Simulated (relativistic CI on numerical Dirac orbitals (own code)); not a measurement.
Fe6+ (3d2) in a crystal field

Calculated by Dirac-Coulomb-Breit CI, KLI orbitals optimised for each configuration, a model potential for QED, valence Slater integrals scaled by 0.85, one configuration in a parametric crystal field (own radial code).

Field parameters in Wybourne normalisation: Oh B⁴₀ = 21Dq, B⁴₄ = √(5/14) B⁴₀. The field is a parameter set, without covalency.

S is read from ⟨S²⟩ = S(S + 1).

Site symmetry Oh; labels are those of the double group. Computed levels in cm⁻¹ above the lowest, in rising order:

| Δ (size of 10Dq) | Lowest | No. 2 | No. 3 | No. 4 | No. 5 | No. 6 | No. 7 | No. 8 |
| --- | --- | --- | --- | --- | --- | --- | --- | --- |
| 5900 | E | 140 T2 | 1089 T1 | 1625 A1 | 5345 A2 | 5392 T2 | 5889 T1 | 5988 E |
| 10600 | E | 85 T2 | 1016 T1 | 1503 A1 | 9435 A2 | 9485 T2 | 9942 T1 | 9996 E |
| 15300 | E | 59 T2 | 969 T1 | 1429 A1 | 13710 A2 | 13720 T2 | 14203 T1 | 14236 E |
| 20000 | E | 45 T2 | 934 T1 | 1375 A1 | 17826 T2 | 18093 A2 | 18580 T1 | 18600 E |
| 24700 | E | 36 T2 | 907 T1 | 1332 A1 | 19276 T2 | 19899 E | 22549 A2 | 22879 T2 |
| 29400 | E | 30 T2 | 884 T1 | 1297 A1 | 19335 T2 | 19780 E | 27054 A2 | 27274 T2 |
| 34100 | E | 26 T2 | 865 T1 | 1268 A1 | 19311 T2 | 19676 E | 31596 A2 | 31786 T2 |
| 38800 | E | 23 T2 | 849 T1 | 1244 A1 | 19274 T2 | 19586 E | 36165 A2 | 36341 T2 |
| 43500 | E | 20 T2 | 836 T1 | 1223 A1 | 19233 T2 | 19508 E | 40754 A2 | 40923 T2 |

Ground-state S against |10Dq| in cm⁻¹: 5900: 1.00, 10600: 1.00, 15300: 1.00, 20000: 1.00, 24700: 1.00, 29400: 1.00, 34100: 1.00, 38800: 1.00, 43500: 1.00.

No abrupt spin change occurs in this range.
